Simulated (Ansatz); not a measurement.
```tsv
atom	x (Å)	y (Å)	z (Å)
C	1.4955	-0.0268	0.2073
C	0.7609	1.2881	-0.1986
C	-0.7535	1.2876	0.1925
C	-1.4902	-0.0188	-0.1948
C	-0.6903	-1.2907	0.2146
C	0.7484	-1.3076	-0.2472
H	1.4872	-0.0099	1.2976
H	2.4339	0.0102	-0.2051
H	0.7794	1.2875	-1.2896
H	1.2046	2.1798	0.1739
H	-1.2614	2.1629	-0.1374
H	-0.7373	1.2911	1.2972
H	-1.4983	0.0148	-1.2837
H	-2.4222	-0.0003	0.1718
H	-1.1911	-2.1313	-0.1549
H	-0.8015	-1.2916	1.3146
H	1.2654	-2.1055	0.1940
H	0.7890	-1.3131	-1.3599
```

Basis set: cc-pVDZ (spherical functions). Left uncorrelated: 6 orbitals. Charge 0, multiplicity 1.

Computed with Ansatz (development build ahead of 0.2.0); each method stands on the lowest determinant of its kind that the runs found. Restricted open shells among the atoms or ions are ROHF, correlated in semicanonical orbitals with singles.

Question: Give the atomization energy at this shape (free ground-state atoms in the same class of orbitals less the molecule, no zero-point energy) of singlet C6H12 by RHF-MP2, RHF.

Answer:

| method | atomization energy |
| --- | --- |
| RHF-MP2 | 6908.0 kJ/mol |
| RHF | 5538.0 kJ/mol |

Caution: no unrestricted run beside it, a lower state can exist; the shape is not the minimum.
